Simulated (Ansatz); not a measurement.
A run on `[SiH3][SiH2]SS` with other settings.

```yaml
crystal:
  periodic: [false, false, false]
  atoms:
    - {symbol: Si, position_ang: [0.228842, 1.988690, 0.287241]}
    - {symbol: Si, position_ang: [-0.521500, -0.211441, -0.015926]}
    - {symbol: S, position_ang: [1.166296, -1.493951, 0.328555]}
    - {symbol: S, position_ang: [0.251402, -3.326452, 0.071611]}
    - {symbol: H, position_ang: [1.319478, 2.295379, -0.675140]}
    - {symbol: H, position_ang: [0.734490, 2.172893, 1.672735]}
    - {symbol: H, position_ang: [-0.901464, 2.927483, 0.053587]}
    - {symbol: H, position_ang: [-1.610055, -0.547092, 0.938384]}
    - {symbol: H, position_ang: [-1.023274, -0.413765, -1.401682]}
    - {symbol: H, position_ang: [0.438986, -3.442744, -1.256466]}
basis:
  gaussian: {orbitals: aug-cc-pVTZ}
magnetization: {spin_polarized: true, initial_magnetization: 2}
hamiltonian: {xc: {name: rPW86-PBE}}
accuracy: high
```

```sh
$ ansatz run in.yaml --threads 4 --pin off --events-out ev --progress --plain --max-ram 10444MiB
```

It prints (some lines left out):

```
Functional definition: rPW86-PBE
5209 factors; integrals over basis functions are off by at most 3.4e-9 eV
mean field evaluation 1: about -37554.5491 eV, gradient 2.1e1 eV
mean field evaluation 2: about -37538.9687 eV, gradient 4.6e1 eV
mean field evaluation 4: about -37557.7404 eV, gradient 9.8e0 eV
mean field evaluation 8: about -37558.4352 eV, gradient 2.6e-1 eV
mean field evaluation 16: about -37558.4327 eV, gradient 2.2e-3 eV
mean field evaluation 32: about -37558.4327 eV, gradient 1.6e-8 eV
mean field -37558.43271402 eV, -1380.2469442203 hartree, gradient 1.6e-8 eV, S^2 2.004635; 6 other end points of the search recorded, 0 dependent functions left out
reference -37558.43273766 eV, -1380.2469450888 hartree; 34, 32 occupied and 304, 306 virtual orbitals, 5209 factors
Total energy: -37558.43273766 eV, -1380.2469450888 hartree
```

Run time 94 s (4 threads of an Arm Neoverse V2 on a shared host); peak host memory 4.4 GiB.
